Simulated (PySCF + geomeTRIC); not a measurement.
Species: CHN, SMILES `[C-]#[NH+]` (charge 0, multiplicity 1).

**Question.** Give a relaxed geometry from TPSS-D3(BJ)/def2-SVP run with PySCF + geomeTRIC.

**Answer.** the end point of this relaxation (outside a Z-matrix the atoms follow the SMILES, hydrogens last).
Bonds (Å): C1–N2 1.181, N2–H3 1.009. Angles (°): C1–N2–H3 180.0.
